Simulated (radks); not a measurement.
Q: Valence configurations of Pm2+ (all share [Xe]). All-electron calculation, scalar-relativistic Kohn-Sham, LDA (Slater exchange, Perdew-Wang correlation), spin-unpolarised, spherical densities, point nucleus. Program: a radial shooting solver on a logarithmic mesh with Libxc functionals. Order these by energy: 4f3 5d1 6s1; 4f3.5 5d1 6s0.5; 4f3 6p2; 4f4 6p1; 4f4.5 6p0.5; 4f4.5 6s0.5; 4f4 6s1; 4f3 5d2; 4f3.5 5d0.5 6s1; 4f5.

A: From the lowest, in eV above it: 4f5 0.000; 4f4.5 6s0.5 1.578; 4f4.5 6p0.5 3.612; 4f4 6s1 4.668; 4f3.5 5d1 6s0.5 7.851; 4f3.5 5d0.5 6s1 8.605; 4f4 6p1 8.973; 4f3 5d2 12.043; 4f3 5d1 6s1 13.840; 4f3 6p2 26.020. NIST lists [Xe] 4f5 as the ground configuration; this level of theory agrees among the configurations tried. The energies are those of spherical spin-averaged densities, not of single terms.
